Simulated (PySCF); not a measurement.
This PySCF input asks for the NMR shieldings of SMILES [SiH]1(CC)CSC1, C4H10SSi; the geometry comes from GFN2-xTB.

```python
import basis_set_exchange as bse
import numpy as np
from pyscf import gto, dft
from pyscf.prop import nmr

atoms = """
C     2.356425   -0.022269    0.097289
C     1.066154   -0.771321    0.409791
Si   -0.409012   -0.100601   -0.577620
C    -2.113480   -0.841143   -0.121028
S    -2.822053    0.802422    0.289940
C    -1.158164    1.547882    0.046703
H     2.600334   -0.106178   -0.958689
H     3.187768   -0.425469    0.672739
H     2.256403    1.033197    0.337676
H     0.868348   -0.709816    1.481673
H     1.205092   -1.828170    0.179778
H    -0.192572   -0.085682   -2.029663
H    -2.683388   -1.298411   -0.923529
H    -2.157933   -1.486536    0.752232
H    -0.791071    1.933787    0.994793
H    -1.220450    2.367251   -0.663495
"""
names = dict.fromkeys(["C", "Si", "S", "H"], "pcSseg-1")
basis = {el: gto.basis.parse(bse.get_basis(n, elements=[el], fmt="nwchem")) for el, n in names.items()}
mol = gto.M(atom=atoms, basis=basis, charge=0, verbose=0)
mf = dft.RKS(mol, xc="PBE0")
mf.grids.level = 2
mf.grids.alignment = dft.numint.BLKSIZE   # the property module wants whole blocks of grid points
mf.conv_tol = 1e-9
mf.kernel()

calc = nmr.RKS(mf)   # GIAO
C = mf.mo_coeff
Co = C[:, mf.mo_occ > 0]
resp = mf.gen_response(singlet=True, hermi=2)
def vind(x):   # induced exchange potential for any number of trial vectors
    d = np.einsum("pi,xij,qj->xpq", C, 2 * x.reshape(-1, C.shape[1], Co.shape[1]), Co, optimize=True)
    return np.einsum("xpq,pi,qj->xij", resp(d - d.transpose(0, 2, 1)), C, Co, optimize=True).ravel()
mo1, _ = nmr.rhf.solve_mo1(calc, with_cphf=vind)
sigma = calc.kernel(mo1)
for i, s in enumerate(sigma):   # ppm
    w = np.linalg.eigvalsh((s + s.T) / 2)
    print("%2d %-2s iso %8.1f  s11 %8.1f  s22 %8.1f  s33 %8.1f" % (i, mol.atom_pure_symbol(i), w.mean(), *w))
```

Q: Give the expected output.

A: 
```
 0 C  iso    178.6  s11    169.6  s22    177.4  s33    188.8
 1 C  iso    174.0  s11    166.0  s22    172.2  s33    183.7
 2 Si iso    340.1  s11    297.0  s22    355.9  s33    367.4
 3 C  iso    168.3  s11    142.8  s22    165.9  s33    196.3
 4 S  iso    540.7  s11    294.8  s22    452.7  s33    874.6
 5 C  iso    167.6  s11    143.1  s22    164.6  s33    195.3
 6 H  iso     30.9  s11     26.1  s22     29.1  s33     37.6
 7 H  iso     30.3  s11     25.1  s22     27.7  s33     38.2
 8 H  iso     30.8  s11     26.0  s22     30.1  s33     36.3
 9 H  iso     30.4  s11     26.0  s22     29.3  s33     35.8
10 H  iso     30.9  s11     26.2  s22     29.5  s33     36.9
11 H  iso     26.3  s11     23.6  s22     25.4  s33     30.0
12 H  iso     29.3  s11     24.7  s22     27.4  s33     35.9
13 H  iso     29.2  s11     25.7  s22     26.9  s33     34.9
14 H  iso     29.1  s11     25.4  s22     27.2  s33     34.7
15 H  iso     29.3  s11     24.6  s22     27.6  s33     35.6
```

These numbers come from an equivalent density-fitted implementation of the same equations, which agrees with the script to about 0.01 ppm for H and up to a few tenths of a ppm for heavy atoms, so last digits may differ.

Q: Turn these shieldings into chemical shifts. δ = σ(ref) − σ, references computed at the same level: TMS for ¹³C (186.93 ppm), ²⁹Si (349.16 ppm), ¹H (31.72 ppm); ³³S (503.73 ppm) vs CS2.

A: Averaging equivalent atoms: C 3/5: 19.0; C 1: 13.0; C 0: 8.3; Si 2: 9.1; S 4: -37; H 11: 5.41; H 13/14: 2.58; H 12/15: 2.41; H 9/10: 1.10; H 6/7/8: 1.03 ppm. 

Size and cost of the density-fitted run: 166 basis functions, 61 s wall time (48 s CPU) on 1 thread of an AMD EPYC, shared host; peak memory 0.74 GiB.
